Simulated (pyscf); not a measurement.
Thermochemistry of product channels of F–N•–F (SMILES F[N]F) + F–Si:–F (SMILES F[Si]F) [singlet] on the doublet surface, in kJ/mol, from ωB97M-D3(BJ)/def2-TZVP energies (ideal gas, 1 atm, RRHO with modes under 100 cm⁻¹ raised to 100, one conformer, R ln 2 for rigid chiral ones). Single points on ωB97X-D3(BJ)/def2-SVP structures (PySCF, gas phase).

| products | ΔE | ΔH(298 K) | ΔG(298 K) | ΔG(1200 K) |
|---|---|---|---|---|
| F–N•–Si(F)(F)–F (SMILES F[N][Si](F)(F)F) | -437.2 | -429.2 | -381.6 | … |
| F–N(F)–Si•(F)–F (SMILES FN(F)[Si](F)F) | … | -34.6 | +12.5 | +144.8 |

Problem. Fill in the missing entries.

Solution. 
- F–N•–Si(F)(F)–F (SMILES F[N][Si](F)(F)F), ΔG(1200 K): -247.5
- F–N(F)–Si•(F)–F (SMILES FN(F)[Si](F)F), ΔE: -41.8

These are energies of the channels, which say nothing of barriers.
